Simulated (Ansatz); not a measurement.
Geometry optimisation, RKS B3LYP/def2-SVP in Ansatz 0.2.0.

Input file:

```yaml
crystal:
  periodic: [false, false, false]
  atoms:
    - { symbol: W, position_ang: [0.0, 0.0, 0.0] }
    - { symbol: H, position_ang: [0.0, 0.0, 1.72] }
    - { symbol: O, position_ang: [1.94, 0.0, 0.0] }
    - { symbol: H, position_ang: [2.2771, -0.9519, -0.0197] }
    - { symbol: H, position_ang: [0.0, 1.72, 0.0] }
    - { symbol: Cl, position_ang: [-2.39, 0.0, 0.0] }
    - { symbol: F, position_ang: [0.0, -1.85, 0.0] }
    - { symbol: O, position_ang: [0.0, 0.0, -1.94] }
    - { symbol: H, position_ang: [0.5278, 0.7924, -2.2771] }
basis:
  gaussian: { orbitals: def2-SVP }
hamiltonian:
  xc: b3lyp
relax:
  f_tol: 0.02
  max_steps: 40
```

Command:

```bash
$ ansatz run input.yaml --threads 2 --pin off --max-ram 3072MiB --backend cpu --events-out ev --progress --plain --runs-dir out
```

Where does it end, and by what steps?

The forces met the threshold. After 20 steps the energy has fallen by 2.291 eV; H9 moved furthest, 0.72 Å.

```
step  energy less start (eV)  largest force component (eV/Å)  accepted
   0                  0.0000                           2.806       yes
   1                 -1.0497                           1.479       yes
   2                 -1.4999                           1.561       yes
   3                 -1.8660                           1.763       yes
   4                 -1.6131                           6.481        no
   5                 -2.0487                           1.094       yes
   6                 -2.1523                           0.611       yes
   7                 -2.2266                           0.722       yes
   8                 -2.2525                           0.238       yes
   9                 -2.2704                           0.263       yes
  10                 -2.2793                           0.110       yes
  11                 -2.2752                           0.256        no
  12                 -2.2836                           0.078       yes
  13                 -2.2861                           0.077       yes
  14                 -2.2877                           0.123       yes
  15                 -2.2889                           0.113       yes
  16                 -2.2902                           0.075       yes
  17                 -2.2909                           0.060       yes
  18                 -2.2911                           0.032       yes
  19                 -2.2912                           0.024       yes
  20                 -2.2912                           0.008       yes
```

```xyz
9
Properties=species:S:1:pos:R:3
W 0.035 -0.279 -0.285
H 0.104 0.157 1.338
O 1.886 -0.464 -0.144
H 2.480 -0.775 0.555
H 0.155 1.385 0.008
Cl -2.245 -0.012 0.003
F -0.170 -2.034 0.481
O 0.056 0.422 -2.046
H 0.053 1.311 -2.426
```

Time of the run: 90 s on 2 threads of Arm Neoverse V1 (shared host), peak memory 0.27 GiB.
